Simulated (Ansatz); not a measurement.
The same hydrogenolysis along the group B, Al, In.

Computed with Ansatz on PBE0-D4/def2-TZVP structures; ΔE is electronic, products minus reactants. CCSD(T)/CBS is the MP2 limit (def2-TZVPP, def2-QZVPP) plus CCSD(T) − MP2 in def2-TZVPP, frozen cores. This one scheme is used for every species. DFT in def2-TZVPP. Elements past krypton have def2 core potentials. For In outer-core shells are correlated without core-valence functions, which leaves a few kJ/mol of doubt a bond. Each species was taken in one conformer, which may not be the lowest.

```tsv
reaction	CCSD(T)/CBS(def2) (kcal/mol)
`CCB(O)S` + H₂ → `CCBO` + H₂S	?
`C[CH2][Al]([OH])[SH]` + H₂ → `C[CH2][AlH][OH]` + H₂S	24.6
`C[CH2][In]([OH])[SH]` + H₂ → `C[CH2][InH][OH]` + H₂S	19.9
```

Problem. Fill in the missing values. (Best estimate.)

Solution. Ansatz gave: `CCB(O)S` + H₂ → `CCBO` + H₂S: +13.4 kcal/mol.

Largest T1 diagnostic: 0.014, for `C[CH2][InH][OH]`.
